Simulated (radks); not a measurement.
Results of a calculation; reference values are marked as such.
All-electron atom: Pm V in [Xe] 4f3 (the NIST ground configuration). Level of theory: Dirac Kohn-Sham, PBE, spin-unpolarised, spherical densities, finite nucleus; open shells are shared between the two j in proportion to 2j + 1; Fermi nuclear charge, rms radius 4.962 fm (a radial shooting solver on a logarithmic mesh with Libxc functionals).

Normalised radial functions P(r) = r R(r) (large component), r in bohr:

```
   r/bohr * 5p3/2, o 4f7/2 (the largest magnitude, 1.07, reaches the edge; | marks zero, & curves that meet)
   0.0011                             &
 0.001455                             &
 0.001941                             &
 0.002589                             &
 0.003425                             &
 0.004568                             &
 0.006093                             &
 0.008062                             o*
  0.01075                             o*
  0.01434                             o *
  0.01913                             o  *
  0.02531                             o   *
  0.03376                             o    *
  0.04502                             o     *
  0.05957                             o     *
  0.07945                             |o  *
    0.106                            *| o
   0.1402                       *     |   o
    0.187                     *       |      o
   0.2494                        *    |           o
     0.33                             |  *              o
   0.4402                             |          *            o
   0.5871                             |         *                o
   0.7768                           * |                         o
    1.036            *                |                    o
    1.382     *                       |             o
    1.828         *                   |       o
    2.438                   *         |  o
    3.252                          *  |o
    4.303                            *o
    5.739                             &
```

5p3/2: eigenvalue -62.502 eV, 3 radial nodes at r = 0.102, 0.301, 0.755 bohr, <r> = 1.57 bohr, 90 % of the charge inside 2.26 bohr. 4f7/2: eigenvalue -50.570 eV, 0 radial nodes, <r> = 0.876 bohr, 90 % of the charge inside 1.46 bohr.
